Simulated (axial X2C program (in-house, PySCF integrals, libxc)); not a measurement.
**Bond lengths and stretching modes, held linear, of CuCO⁺**

Computed with an in-house all-electron X2C program for linear molecules (integrals from PySCF): two-component X2C with atomic mean-field Coulomb and Gaunt terms, Gaussian nuclei, basis Cu dyall-v3z, C dyall-v3z, O dyall-av3z with contracted cores. Spin-free rows use the one-electron spin-free X2C Hamiltonian.

Masses Cu 62.930, C 12.000, O 15.995 u. States: 2c Ω = 0 (all partner blocks equally filled); spin-free M_S = 0, Λ = 0 (closed shell).

MP2, 2c: energies above the lowest point

| r(Cu–C) (Å) | r(C–O) (Å) | E (meV) |
| --- | --- | --- |
| 1.8086 | 1.0862 | 115.20 |
| 1.8086 | 1.1140 | 6.53 |
| 1.8086 | 1.1419 | 0.00 |
| 1.8550 | 1.0862 | 112.30 |
| 1.8550 | 1.1140 | 5.50 |
| 1.8550 | 1.1419 | 0.86 |
| 1.8550 | 1.1697 | 79.67 |
| 1.9014 | 1.0862 | 131.98 |
| 1.9014 | 1.1140 | 26.58 |
| 1.9014 | 1.1419 | 23.38 |
| 1.9478 | 1.1140 | 64.05 |
| 1.9478 | 1.1697 | 143.10 |

**Question.** Fit a quadratic surface with cubic terms in each bond: where is the minimum, and what are the two stretching wavenumbers?

**Answer.** At MP2, 2c: bonds 1.832 and 1.129 Å; harmonic stretches 398.2 and 2192.5 cm⁻¹; force constants 1.85, 19 and coupling 0.18 mdyn/Å.

The other levels and Hamiltonians give:

| Hamiltonian | level | r(Cu–C) (Å) | r(C–O) (Å) | lower stretch (cm⁻¹) | upper stretch (cm⁻¹) |
| --- | --- | --- | --- | --- | --- |
| 2c | PBE0 | 1.856 | 1.113 | 394.8 | 2339.1 |
| 2c | HF | 2.079 | 1.089 | 104.4 | 2518.4 |
| 2c | LDA | 1.764 | 1.121 | 465.9 | 2265.8 |
| spin-free | PBE0 | 1.856 | 1.113 | 395.3 | 2339.2 |
| spin-free | LDA | 1.764 | 1.121 | 466.3 | 2265.8 |

Each state is one determinant, the lowest of a limited PBE0 search; the stretches come from a fit to these few points and carry an uncertainty of a few per cent. Other orders of the atoms were not compared. Left out for rough or failed fits: HF spin-free, MP2 spin-free. The levels spread by more than a fifth, so the stretches depend strongly on the method. MP2 freezes inner shells (threshold -2 hartree). The molecule was held linear; bending was not examined, so a bent shape may lie lower.
